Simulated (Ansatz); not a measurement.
Consider the substitution at a C–C bond: `N#CC1=CCCC1` + `O[SiH3]` → `N#CO[SiH3]` + `C1=CCCC1`.

Gas-phase electronic energies from Ansatz, PBE0-D4/def2-TZVP geometries. CCSD(T)/CBS adds triple-zeta CCSD(T) − MP2 to the extrapolated MP2 energy (def2 sets, frozen cores). DFT in def2-TZVPP.

CCSD(T)/CBS gives +22.4 kcal/mol.

(1) Another level gave +20.6 kcal/mol. Which?
A. BHLYP-D4/def2-TZVPP
B. CCSD(T)/def2-TZVPP
C. MP2/def2-TZVPP
D. HF/def2-TZVPP

Largest T1 diagnostic among the species: 0.014.

## Answers

(1) A. BHLYP-D4 20.6, CCSD(T)/def2-TZVPP 21.8, MP2/def2-TZVPP 23.5, HF/def2-TZVPP 19.2 kcal/mol.

In def2-TZVPP, CCSD(T) changes the Hartree–Fock value by +2.6 kcal/mol (the triples alone add +0.4 kcal/mol) and MP2 by +4.3 kcal/mol. At CCSD(T), def2-SVP lies −3.1 kcal/mol from the extrapolated value and def2-TZVPP −0.6 kcal/mol. Leaving LDA and LC-ωPBE aside and taking each functional with its dispersion term where it has one, the values, not all of them listed here, spread over 1.8 kcal/mol, from ωB97X-V to B97M-V.
